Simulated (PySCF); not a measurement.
# Computed vibrations of [Gd(NH3)3]3+

[Gd(NH3)3]3+ (singlet in the valence; each metal's 4f electrons, 7 of them, lie in its core potential, out of spins and levels). PySCF 2.14.0, RKS PBE, Gd lcecp-1-SVP with ECP53, N def2-SVP, H def2-SVP; non-relativistic Hamiltonian with scalar-relativistic core potentials where named; density fitting; no spin-orbit coupling. Central differences of gradients.

```xyz
13

Gd    0.0000    0.0000   -0.1994
N     2.3013   -0.0007    0.5919
H     2.5218   -0.6428    1.3882
H     3.0103   -0.2788   -0.1273
H     2.6693    0.9184    0.9292
N    -1.1500    1.9934    0.5919
H    -0.7042    2.5053    1.3882
H    -1.2637    2.7464   -0.1273
H    -2.1301    1.8525    0.9292
N    -1.1513   -1.9927    0.5919
H    -1.8175   -1.8625    1.3882
H    -1.7467   -2.4676   -0.1273
H    -0.5393   -2.7709    0.9292
```

Run from Python with OMP_NUM_THREADS=2. Where DIIS fails, smearing, a level shift and second-order steps follow.
It took 2.5 min on 2 threads of Arm Neoverse V2, on a shared host.

Q: What are the harmonic wavenumbers and infrared intensities?

A: Modes are labelled in C3; negative numbers are unstable modes, those under 60 cm⁻¹ near the noise; a finer grid moves soft modes by up to 10 cm⁻¹.
```
cm⁻¹  km/mol  symmetry
  25     0.1         e
  25     0.1         e
  28     1.3         a
  58    12.3         a
  80     5.8         e
  80     5.8         e
 348     0.0         a
 351     5.9         e
 351     5.9         e
 613     0.3         a
 631    33.2         e
 631    33.2         e
 661    62.0         e
 661    62.0         e
 661   158.3         a
1365   148.1         e
1365   148.1         e
1370    28.6         a
1554    70.0         a
1556    58.6         e
1556    58.6         e
1559    17.6         e
1559    17.6         e
1560    59.0         a
3233   353.8         e
3233   353.8         e
3243    11.1         a
3296    20.9         e
3296    20.9         e
3298   419.9         a
3306    13.0         a
3309   209.9         e
3309   209.9         e
```

Q: Is this a minimum?

A: Yes, within the noise of the softest modes. Ideal gas at 298.15 K and 1 bar: S = 451.6 J/(mol K), Cp = 129.3 J/(mol K), H − H(0 K) = 28.3 kJ/mol (rigid rotor, harmonic modes, spin degeneracy alone, that of the 4f electrons in the core included; the modes under 60 cm⁻¹ make these uncertain).

An lcecp potential fixes the number of 4f electrons, so in runs with it no electron can move into or out of that shell.
